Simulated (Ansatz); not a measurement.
Geometry optimisation, RKS PBE0-D4/def2-SVP (Ansatz 0.2.0).

The input (input.yaml):

```yaml
crystal:
  periodic: [false, false, false]
  atoms:
    - { symbol: O, position_ang: [-1.284, 0.06934, -0.60414] }
    - { symbol: Ga, position_ang: [0.31291, -0.0143, 0.77488] }
    - { symbol: S, position_ang: [-0.7806, 0.04261, 2.68197] }
    - { symbol: H, position_ang: [-1.20643, 0.03857, -1.57264] }
    - { symbol: H, position_ang: [-2.2287, 0.1554, -0.39353] }
    - { symbol: H, position_ang: [1.41146, -0.08465, -0.31738] }
    - { symbol: H, position_ang: [0.29629, 0.02424, 3.47363] }
total_charge: 1
basis:
  gaussian: { orbitals: def2-SVP }
hamiltonian:
  xc: pbe0
  dispersion: d4
relax:
  f_tol: 0.015
  max_steps: 40
output:
  orbitals: {}
```

Launched with:

```bash
$ ansatz run input.yaml --threads 1 --pin off --max-ram 2048MiB --backend cpu --events-out ev --progress --plain --runs-dir out
```

Question: Where does it end, and by what steps?

Answer: The run converged. After 5 steps the energy has fallen by 0.112 eV; H6 moved furthest, 0.17 Å.

```tsv
step	energy less start (eV)	largest force component (eV/Å)	accepted
0	0.0000	1.033	yes
1	-0.0792	0.429	yes
2	-0.1062	0.254	yes
3	-0.1103	0.105	yes
4	-0.1113	0.071	yes
5	-0.1117	0.009	yes
```

```xyz
7
Properties=species:S:1:pos:R:3
O -1.294 0.071 -0.575
Ga 0.225 -0.010 0.728
S -0.798 0.062 2.611
H -1.202 0.054 -1.542
H -2.237 0.135 -0.350
H 1.475 -0.091 -0.157
H 0.352 0.010 3.327
```

Whether the end is a true minimum wasn't checked by a vibrational analysis.

Time of the run: 52 s on 1 thread of Intel(R) Xeon(R) Processor @ 2.50GHz (Skylake/Cascade Lake), with other jobs on the host, peak memory 0.18 GiB.
